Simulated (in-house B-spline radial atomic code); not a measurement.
Configurations of the barium ion Ba⁴⁺, with energies counted from [Kr] 4d10 5s2 5p4. Method: scalar-relativistic (X2C) HSE06, spin-polarised, spherical fractional occupations, exact exchange averaged over the configuration, Fermi nucleus of rms radius 4.8378 fm. Calculated with a radial B-spline atomic code at the basis-set limit. Shells without spins written out take the highest spin.

Occupations are held fixed; configurations that lie above the ionisation limit could autoionise.

| configuration | E - E(ref) (eV) | highest orbital | its <r> (bohr) |
| --- | --- | --- | --- |
| [Kr] 4d10 5s2 5p3 5d1 | 19.018 | 5d up | 2.244 |
| [Kr] 4d10 5s2 5p3 5f1 | 37.83 | 5f up | 3.706 |
| [Kr] 4d10 5s1 5p4 6d1 | 54.594 | 6d up | 4.505 |
| [Ar] 3d9 4s2 4p6 4d10 5s2 5p4 6p1 | 805.08 | 6p up | 3.536 |

Problem. Order these further configurations by energy, lowest first.
A. [Kr] 4d10 5s1 5p5
B. [Ar] 3d9 4s2 4p6 4d10 5s2 5p4 6s1
C. [Kr] 4d9 5s2 5p4 6p1
D. [Kr] 4d10 5s1 5p4 5d1
E. [Kr] 4d9 5s2 5p5

Solution. A (16.698 eV), D (35.59 eV), E (78.802 eV), C (111.81 eV), B (799.71 eV).
